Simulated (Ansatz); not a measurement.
Ansatz results at the PBE0-D4/def2-TZVP geometry: LUMO energy (ωB97M-V/def2-TZVPP) -0.85 eV; HOMO–LUMO gap (PBE0/def2-TZVPP) 4.85 eV; LUMO energy (PBE/def2-TZVPP) -3.88 eV.

Each molecule was computed in one conformer, which needn't be the lowest.

Question: Which molecule gave them?
A. `[OH][Ti]([F])([F])[F]`
B. `[OH][Ti]([Cl])([Cl])[Cl]`
C. `[SH][Ti]([SH])([SH])[SH]`
D. `[CH3][Ti]([CH3])([CH3])[CH3]`

Answer: C. The others give `[OH][Ti]([F])([F])[F]`: -0.20, 8.04, -3.50; `[CH3][Ti]([CH3])([CH3])[CH3]`: 0.98, 6.21, -2.64; `[OH][Ti]([Cl])([Cl])[Cl]`: -1.08, 6.02, -4.08.
